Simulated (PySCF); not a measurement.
## Polarisability and C₆ of V⁺ (vanadium, charge +1)

[Ar] 3d4, high-spin 5D determinant. Computed with PySCF 2.14 in aug-cc-pVTZ with one added diffuse shell each of s, p, d, f, g type (9s8p6d4f3g, 118 functions), with no relativity, point nucleus. Coupled (time-dependent) response in atomic units; α is the mean over directions.

| method | mean α (bohr³) | α xx, yy, zz | C₆ (like pair) | S(−4) |
| --- | --- | --- | --- | --- |
| PBE0 | 16.02 | 12.64, 12.64, 22.78 | 60.56 | 379.5 |

S(−4) is the Cauchy moment in α(ω) = α(0) + S(−4) ω² + …

α(iu) at PBE0:

```tsv
u (hartree)	α(iu) (bohr³)
0	16.02
0.0500	15.15
0.100	13.23
0.200	9.659
0.300	7.464
0.500	5.150
0.750	3.687
1.00	2.830
1.50	1.855
2.00	1.315
3.00	0.7566
5.00	0.3426
```

A single London oscillator, α(iu) = α/(1 + u²/ω²), gives C₆ = (3/4) ω α². Matching the computed C₆ needs ω = 4 × 60.56 / (3 × 16.02²) = 0.315 hartree.

For an ion, C₆ is the dispersion term alone; charge-induced terms of lower order in 1/R come first.

The components differ because the open shell of this determinant is not spherical; for a pure term their mean is the scalar polarisability.
